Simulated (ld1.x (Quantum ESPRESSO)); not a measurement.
# B, ultrasoft: configuration errors across variants

```json
{"Element": "boron (B)", "Generator": "ld1.x (Quantum ESPRESSO) 7.5", "Type": "ultrasoft", "Functional": "PBE", "Relativity": "scalar-relativistic", "Frozen core": "[He]", "Valence charge": "3", "Reference configuration": "2s1.75 2p1.25", "Partial waves": "2s (bound): rcut 1.25, rcutus 1.65 bohr; 2s channel at 0.8 Ry: rcut 1.25, rcutus 1.65 bohr; 2p (bound): rcut 1.65, rcutus 2.05 bohr; 2p channel at 0.7 Ry: rcut 1.65, rcutus 2.05 bohr", "Local potential": "all-electron potential smoothed inside 2.00 bohr (lloc = -1)", "Core correction": "Bessel-smoothed model core, default radius (core density twice the valence density)", "Augmentation charge": "built from norm-conserving waves at rcut, not smoothed further"}
```

All-electron excitation energies from the reference (eV): (1) 2s2 2p1 -1.460; (2) 2s2 2p0 6.760; (3) 2s1 2p0 32.182; (4) 2s1 2p1 12.901; (5) 2s2 2p0.5 1.427; (6) 2s2 2p1.3 -2.198; (7) 2s1 2p2 4.391.

The default core radius of the base comes out at 0.68 bohr.

2 further variants failed, have other tests or another functional or relativity, and are left out.

Errors AE − PS in meV (a dash: test not solved or not reliable):

```csv
change,(1),(2),(3),(4),(5),(6),(7),bound ghosts
base,+0.2,+8.1,+33,+1.8,+1.6,+0.1,+2.0,none
"type PAW; local potential all-electron potential smoothed inside 1.35 bohr (lloc = -2); augmentation BESSEL, radius 1.05 bohr",–,–,–,–,–,–,–,none
"waves 2s (bound): rcut 1.25, rcutus 1.42 bohr; 2s channel at 0.8 Ry: rcut 1.25, rcutus 1.42 bohr",+0.2,+7.9,+32,+1.8,+1.6,+0.1,+2.0,none
local potential all-electron potential smoothed inside 1.50 bohr (lloc = -1),+0.2,+8.1,+33,+2.2,+1.6,+0.1,+2.1,none
"wave 2s channel at 0.8 Ry: rcut 1.25, rcutus 1.65 bohr becomes 2s channel at 0.05 Ry: rcut 1.25, rcutus 1.65 bohr",+0.2,+8.1,+33,+1.8,+1.6,+0.1,+2.0,none
local potential all-electron potential smoothed inside 2.26 bohr (lloc = -1),+0.2,+8.0,+33,+2.0,+1.6,+0.1,+2.1,none
```

(1) Give the same row for: core correction Bessel-smoothed model core inside 1.92 bohr.

Answers

(1) +0.4, +32, +104, -2.5, +5.9, -0.1, +2.5; bound ghosts: none.
